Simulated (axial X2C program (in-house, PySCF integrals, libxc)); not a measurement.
# PtF⁺: the levels of the configuration d8 s0

Computed with an in-house all-electron X2C program for linear molecules (integrals from PySCF): two-component X2C with atomic mean-field Coulomb and Gaunt terms, basis Pt dyall-v2z, F dyall-v2z (cores contracted in-house). Orbitals come from Hartree–Fock averaged over the configuration Pt d8 s0; CI then distributes these electrons over the d, s shells of Pt.

R = 1.876 Å (near the minimum of the configuration average).

Lowest levels of this model:

```csv
Ω,energy (cm⁻¹),g∥,configuration
0,0,0.00,99% d8
2,88,4.99,99% d8
3,188,7.80,99% d8
1,639,2.05,99% d8
4,4430,9.95,100% d8
0,5317,0.00,99% d8
2,6924,4.90,98% d8
1,7976,1.77,99% d8
0,8701,0.00,99% d8
1,9890,2.27,99% d8
3,12140,6.19,100% d8
2,13032,4.01,99% d8
1,13986,2.03,97% d8
0,15983,0.00,98% d8
2,17258,4.30,98% d8
0,19014,0.00,96% d8
0,20181,0.00,97% d8
0,22098,0.00,97% d8
```

g∥ is the magnitude of 2⟨Lz + ge Sz⟩ for the +Ω component.

This point took 0.87 s on 1 thread of Intel(R) Xeon(R) Platinum 8259CL CPU @ 2.50GHz (Skylake/Cascade Lake), on a shared host.

Dynamic correlation is missing, so gaps between terms are too wide and other configurations may lie lower; the lowest level listed is that of this model, not necessarily the ground state. For d shells the ligand-field splittings (σ, π, δ) and their order can be off by a thousand cm⁻¹ or more. At most 4 roots were kept for each Ω > 0 (twice that for Ω = 0) within 3.2 eV of the lowest, so higher up levels can be missing between those listed; levels with Ω > 0 are doubly degenerate and listed once, Ω = 0 levels singly. Some active spinors are only partly of the character that their shell is named for, so the shell names and counts are nominal. States that fill the shells left empty in the average are placed too high.
